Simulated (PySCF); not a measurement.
Spectra and structures to be paired. Level of theory: TDDFT CAM-B3LYP/def2-SVPD, vertical, gas phase, core orbitals frozen in the response (PySCF). Geometries: GFN2-xTB; one conformer of each isolated species. Triplets are in the Tamm–Dancoff approximation.

A. `C[SiH]1O[SiH2]O[SiH2]O1`
B. `C[SiH2][Si@@H](F)C(F)(F)F`
C. `C[C@@H]1CC/C1=C/F`

Lowest singlet levels (six at most, fewer where fewer were computed) with oscillator strengths:

1. 190 nm (f 0.031); 168 nm (f 0.012); 166 nm (f 0.060); 157 nm (f 0.082); 154 nm (f 0.014); 150 nm (f 0.006); T1 5.74 eV
2. 166 nm (f 0.044); 159 nm (f 0.000); 156 nm (f 0.001); 150 nm (f 0.001); 149 nm (f 0.028); 148 nm (f 0.089); T1 7.15 eV
3. 187 nm (f 0.065); 179 nm (f 0.218); 173 nm (f 0.007); 164 nm (f 0.011); 159 nm (f 0.002); 154 nm (f 0.043); T1 4.25 eV

Question: Match each spectrum to its molecule.

Answer: 1 = B, 2 = A, 3 = C.
- A: S1 at 7.46 eV, HOMO→LUMO (80%); Löwdin shares by element: HOMO oxygen 23% or more, carbon 12%, silicon 11% or more (atoms not listed hold the other 55%); LUMO silicon 56%, oxygen 6% or more (atoms not listed hold the other 38%); HOMO -9.56 and LUMO 0.94 eV.
- B: S1 at 6.54 eV, HOMO→LUMO (94%); Löwdin shares by element: HOMO silicon 50%, carbon 9% or more, fluorine 9% or more (atoms not listed hold the other 32%); LUMO silicon 53%, hydrogen 8% or more, carbon 7% or more (atoms not listed hold the other 31%); HOMO -10.24 and LUMO -0.25 eV.
- C: S1 at 6.65 eV, HOMO→LUMO (66%), HOMO→LUMO+1 (10%), HOMO→LUMO+2 (9%); Löwdin shares by element: HOMO carbon 67% or more, fluorine 14% (atoms not listed hold the other 19%); LUMO carbon 40% or more, hydrogen 9% or more (atoms not listed hold the other 51%); HOMO -8.30 and LUMO 1.21 eV.
B and C have S1 within 0.11 eV of each other; their strongest listed levels stand at 7.90 eV (f 0.082) and 6.92 eV (f 0.218).
